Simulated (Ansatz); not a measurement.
Reaction (ligand exchange at the Al–F bond): `C[O][Al]([F])[F]` + CH₃OH → `C[O][Al]([F])[O]C` + H–F

Program: Ansatz. Geometries: PBE0-D4/def2-TZVP. ΔE: electronic, gas phase. CCSD(T)/CBS adds triple-zeta CCSD(T) − MP2 to the extrapolated MP2 energy (def2 sets, frozen cores). This one scheme is used for every species. DFT in def2-TZVPP. Each species was taken in one conformer, which may not be the lowest.

```csv
level,ΔE (kJ/mol)
PBE-D4,52.5
SCS-MP2/def2-TZVPP,53.8
SCS-MP2/def2-QZVPP,54.5
HF/CBS(def2),60.9
```

What does CCSD(T)/CBS give? (Estimate.)

Computed: +52.6 kJ/mol. The listed levels differ from it by -0.1, 1.2, 1.9, 8.3 kJ/mol.

Largest T1 diagnostic among the species: 0.012.

From BLYP to BHLYP (50 % exact exchange), in def2-TZVPP and without D4, ΔE moves by −3.8 kJ/mol. The D4 term adds −6.7 kJ/mol with B3LYP and −4.0 kJ/mol with PBE0; it sums over pairs of atoms, weighted by their polarisabilities, and B3LYP, whose exchange is more repulsive, gets the larger term. Leaving LDA and LC-ωPBE aside and taking each functional with its dispersion term where it has one, the values, not all of them listed here, spread over 6.9 kJ/mol, from HSE06-D4 to B97M-V. LDA lies −8.9 kJ/mol from PBE without D4.

B3LYP here is the variant with VWN-RPA as its local correlation; programs differ in this.
